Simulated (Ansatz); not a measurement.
Basis sets compared for `CN(C)c1ncc(-c2ncc(-c3ncc(C#N)s3)s2)s1`. Charge 0, multiplicity 1. Geometry PBE-D4/def2-SVP. Ansatz on 2 threads of AMD EPYC 7R13 on a shared host and a share (18 GiB) of an NVIDIA H100 80GB HBM3; times are rough, and most runs start from earlier orbitals.

```xyz
29

C     2.720    4.494    2.580
N     2.769    3.221    1.877
C     4.013    2.483    1.864
C     1.612    2.647    1.450
N     0.424    3.230    1.492
C    -0.532    2.424    0.969
C    -0.125    1.174    0.506
C    -0.947    0.160   -0.088
N    -2.261    0.262   -0.242
C    -2.779   -0.838   -0.831
C    -1.876   -1.854   -1.165
C    -2.189   -3.106   -1.801
N    -3.420   -3.483   -2.123
C    -3.429   -4.697   -2.716
C    -2.187   -5.318   -2.878
C    -1.902   -6.573   -3.458
N    -1.672   -7.620   -3.947
S    -0.935   -4.277   -2.231
S    -0.266   -1.364   -0.693
S     1.609    1.003    0.765
H     2.926    4.362    3.666
H     3.477    5.190    2.161
H     1.711    4.925    2.456
H     4.862    3.194    1.847
H     4.128    1.821    2.754
H     4.080    1.855    0.951
H    -1.579    2.755    0.915
H    -3.856   -0.919   -1.035
H    -4.375   -5.152   -3.044
```

Single mean-field runs in def2-TZVP are fitted with def2-universal-jkfit.

Binding counts from free atoms (C triplet, N quartet, S triplet, H doublet) in the same basis, without a counterpoise term.

```
           level  functions  energy (Eh)  HOMO (eV)  LUMO (eV)  binding per atom (eV)  wall time
 PBE-D4/def2-SVP        337   -1928.7788      -4.98      -3.14                   5.20      4.6 s
PBE0-D4/def2-SVP        337   -1928.8794      -5.86      -2.62                   5.01      3.4 s
```

Question: Estimate the rows for PBE-D4/def2-TZVP, PBE0-D4/def2-TZVP (with forces).

Answer: 
```json
{"level": "PBE-D4/def2-TZVP", "functions": "692", "energy (Eh)": "-1929.9917", "HOMO (eV)": "-5.06", "LUMO (eV)": "-3.26", "binding per atom (eV)": "5.13", "wall time": "7 s"}
{"level": "PBE0-D4/def2-TZVP (with forces)", "functions": "692", "energy (Eh)": "-1930.0850", "HOMO (eV)": "-5.88", "LUMO (eV)": "-2.67", "binding per atom (eV)": "4.95", "wall time": "12 s"}
```
